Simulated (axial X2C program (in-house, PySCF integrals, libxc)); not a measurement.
## CrF: from the spin-free to the two-component result

All values were computed with an in-house relativistic program for diatomic molecules. Spin-free means the one-electron spin-free X2C Hamiltonian; two-component (2c) means X2C with spin–orbit coupling and atomic mean-field two-electron Coulomb and Gaunt terms, so the difference of the two also holds small scalar two-electron terms. Basis: Cr dyall-cv3z [9s10p6d3f2g], F dyall-av3z [7s6p3d2f] (cores contracted in-house); Gaussian nuclei, density fitting, unrestricted open shells. Masses: Cr 51.941 u, F 18.998 u.

Spin-free state: M_S = 5/2, Λ = 0 (beyond evenly filled blocks: σα, π+α, π-α, δ+α, δ-α); fragments Cr + F.

```
level  Re (Å)  ωe (cm⁻¹)  De (eV)  μ (D)
 PBE0   1.779      662.4    4.804  -4.01
   HF   1.812      672.8    3.481  -3.29
  MP2   1.790      672.0    5.076    n/a
PBE50   1.774      683.9    4.499  -4.14
```

Correlated methods: 13 electrons correlated (number of frozen shells: Cr 3 s, 2 p; F 1 s), 261 virtual spin orbitals or spinors in MP2.

Dipoles are positive if F is the positive end.

Two-component determinant lowest at the distance of the search:

Ω = 5/2 (⟨Sz⟩ = 2.50, ⟨Lz⟩ = 0.00 at HF); fragments Cr + F.

```csv
level,Re (Å),ωe (cm⁻¹),De (eV),μ (D)
PBE0,1.780,661.7,4.798,-4.02
HF,1.812,672.5,3.461,-3.30
MP2,1.791,671.8,5.059,n/a
PBE50,1.774,683.2,4.492,-4.15
```

From the two tables, how do the constants change at the MP2 level (2c against spin-free)?

At the MP2 level Re is unchanged within 0.001 Å and ωe stays the same within 0.2 cm⁻¹; De changes by -0.017 eV.

Occupations by symmetry block were frozen at the best pattern of an incomplete PBE0 search. De is counted from the lowest determinant-based energies of the atoms at the same level, without counterpoise correction. Density functionals use the spin component along the axis (collinear). In 2c an atomic determinant is not the ground J level, so De misses part of the atomic spin–orbit lowering. This holds for PBE0, PBE50. The functionals have no current-density term, which raises determinants with orbital currents, atoms included. With several unpaired electrons one determinant need not be a pure state. This is the top spin component of a Σ state; components of lower Ω are not single determinants and can lie lower.
